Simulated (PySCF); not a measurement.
Cr⁶⁺ (chromium, charge +6) across methods

[Ar], closed-shell 1S. Computed with PySCF 2.14 in an even-tempered Gaussian basis (18 s from 0.25 bohr⁻², ratio 2.5; 12 p from 0.33 bohr⁻², ratio 2.5; 5 d from 3.3 bohr⁻², ratio 2.7; 5 f from 4.9 bohr⁻², ratio 2.7), with no relativity, point nucleus.

```json
{"method": "PBE0", "E (hartree)": "-1034.454", "mean ε 2p (eV)": "-688.31", "mean ε 3s (eV)": "-182.42", "mean ε 3p (eV)": "-151.78", "Σ⟨r²⟩ (bohr²)": "7.694", "⟨S²⟩": "0.000"}
{"method": "PBE", "E (hartree)": "-1034.393", "mean ε 2p (eV)": "-676.39", "mean ε 3s (eV)": "-177.17", "mean ε 3p (eV)": "-148.42", "Σ⟨r²⟩ (bohr²)": "7.695", "⟨S²⟩": "0.000"}
{"method": "r2SCAN", "E (hartree)": "-1034.626", "mean ε 2p (eV)": "-681.96", "mean ε 3s (eV)": "-179.60", "mean ε 3p (eV)": "-149.53", "Σ⟨r²⟩ (bohr²)": "7.694", "⟨S²⟩": "0.000"}
{"method": "LDA", "E (hartree)": "-1032.330", "mean ε 2p (eV)": "-676.13", "mean ε 3s (eV)": "-176.74", "mean ε 3p (eV)": "-148.38", "Σ⟨r²⟩ (bohr²)": "7.707", "⟨S²⟩": "0.000"}
{"method": "revPBE", "E (hartree)": "-1034.546", "mean ε 2p (eV)": "-676.29", "mean ε 3s (eV)": "-177.23", "mean ε 3p (eV)": "-148.41", "Σ⟨r²⟩ (bohr²)": "7.690", "⟨S²⟩": "0.000"}
{"method": "UHF", "E (hartree)": "-1033.85962", "mean ε 2p (eV)": "-722.68", "mean ε 3s (eV)": "-196.63", "mean ε 3p (eV)": "-160.33", "Σ⟨r²⟩ (bohr²)": "7.719", "⟨S²⟩": "0.000"}
```

Question: Estimate the same row for M06.

Answer: E (hartree) = -1034.655; mean ε 2p (eV) = -689.90; mean ε 3s (eV) = -182.62; mean ε 3p (eV) = -151.82; Σ⟨r²⟩ (bohr²) = 7.679; ⟨S²⟩ = 0.000.
